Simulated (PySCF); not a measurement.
Which level of theory gave which numbers?

Species: C2H7NOSi2.
InChI=1S/C2H7NOSi2/c1-2-6(4)5-3/h1,4,6H,3,5H2/t6-/m1/s1

The closed-shell ground state was solved 4 times with PySCF (density fitting, gas phase), always with PBE0, in these basis sets: IGLO-III, STO-3G, def2-SVP and pcSseg-0. Geometry: PBE0-D3(BJ)/def2-SVP, one conformer, isolated molecule.

| row | total energy (Eh) | HOMO (eV) | LUMO (eV) | dipole (D) |
| --- | --- | --- | --- | --- |
| P | -789.0154 | -7.26 | -0.84 | 1.31 |
| Q | -787.7084 | -6.88 | -0.60 | 1.56 |
| R | -788.5522 | -7.03 | -0.51 | 1.38 |
| S | -779.4377 | -3.63 | 4.73 | 1.21 |

Question: Which basis belongs to which row?

Answer: P = IGLO-III, Q = pcSseg-0, R = def2-SVP, S = STO-3G. From the lowest total energy up: IGLO-III (298 functions) 0 eV; def2-SVP (127 functions) +12.60 eV; pcSseg-0 (76 functions) +35.57 eV; STO-3G (45 functions) +260.62 eV.

The values belong to the conformer `[CH:1]#[C:2][Si@H:3]([OH:4])[SiH2:5][NH2:6]`: C2–Si3–Si5–N6 -67°, H–O4–Si3–C2 53°, H–N6–Si5–Si3 166°, H–N6–Si5–Si3 -54°.
